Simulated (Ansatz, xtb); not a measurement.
**H3KNPSe: which of two structures lies lower**

We compare a, a singlet given by its coordinates, with b, a singlet given by its coordinates. Both are isolated molecules in the gas phase, relaxed with B3LYP-D3(BJ)/def2-SVP.

a (Å):

```xyz
7

K    -1.5518    0.4818    0.6165
N     0.8702   -1.3576   -2.7253
P     0.1124    0.0338   -2.0109
Se   -2.1304   -0.0467   -2.3003
H     0.7508   -2.1783   -2.1317
H     0.4915   -1.5906   -3.6460
H     0.5058    0.9454   -3.0368
```

Close contacts (Å): K1–P3 3.14, K1–Se4 3.02, N2–P3 1.74, P3–Se4 2.26, N2–H5 1.02, N2–H6 1.02, P3–H7 1.43.

b (Å):

| atom | x (Å) | y (Å) | z (Å) |
| --- | --- | --- | --- |
| K | 0.1820 | -3.0282 | -1.5428 |
| N | 1.3234 | -0.7465 | -1.6313 |
| P | 0.2882 | 0.1764 | -2.4665 |
| Se | -1.5056 | -0.8750 | -3.1042 |
| H | 2.1541 | -0.2194 | -1.3492 |
| H | 0.8627 | 0.8105 | -3.6197 |
| H | -0.1194 | 1.3716 | -1.7828 |

Close contacts (Å): K1–N2 2.55, K1–P3 3.34, K1–Se4 3.15, N2–P3 1.62, P3–Se4 2.17, N2–H5 1.02, P3–H6 1.44, P3–H7 1.44.

Energies in hartree; the thermal terms are from B3LYP-D3(BJ)/def2-SVP harmonic frequencies (ideal gas, rigid rotor, one conformer each, 298.15 K, 1 atm) and include the zero-point energy:

```
                               a            b
E, CCSD(T)/def2-SVP  −3396.099799  −3396.090509
    E, MP2/def2-SVP  −3396.053902  −3396.047130
  E, MP2/def2-TZVPP  −3396.854043  −3396.855804
  zero-point energy      0.037484      0.034739
       H(298 K) − E      0.044992      0.041778
       G(298 K) − E      0.004738      0.002914
```

Question: Correct the CCSD(T) difference for the basis set by the MP2 change, then work out ΔE, ΔE₀, ΔH and ΔG for a → b in kJ/mol (1 Eh = 2625.50 kJ/mol) and the equilibrium ratio [b]/[a].

Answer: 1. Differences b − a: CCSD(T) +0.009290, MP2 in the small set +0.006772, MP2 in the large set −0.001761 Eh.
2. ΔE = +0.009290 + (−0.001761 − (+0.006772)) = +0.000757 Eh = +1.99 kJ/mol.
3. ΔE₀ = ΔE + ΔZPE = +0.000757 + (−0.002745) Eh = −5.22 kJ/mol.
4. ΔH = ΔE + (−0.003214) Eh = −6.45 kJ/mol.
5. ΔG = ΔE + (−0.001824) Eh = −2.80 kJ/mol, so ΔS = (ΔH − ΔG)/T = −12.2 J/(mol K).
6. kT = 0.9442 mEh, so K = [b]/[a] = exp(−ΔG/kT) = exp(+1.13) ≈ 3.1.

The two are too close for this level to say which is favoured. An error of 4 kJ/mol in ΔG would change K by a factor of 5. The basis-set step is large, which makes the value less sure. Mirror images and further conformers aren't counted.

Other levels gave ΔE = −16.7 (GFN2-xTB); +176.4 (HF/STO-3G, GFN2-xTB geometries); +17.9 (r2SCAN-D4/def2-SVP, GFN2-xTB geometries); +23.7 (B3LYP-D3(BJ)/def2-SVP); +27.0 (HF/def2-SVP); +17.8 (MP2/def2-SVP); +24.4 (CCSD(T)/def2-SVP) kJ/mol. The correlated steps freeze 20 core orbitals; the filled d shell of Se is correlated; the last core shell of K is correlated, in a basis made for valence electrons. Programs: Ansatz 0.2.0, xtb 6.7.1.
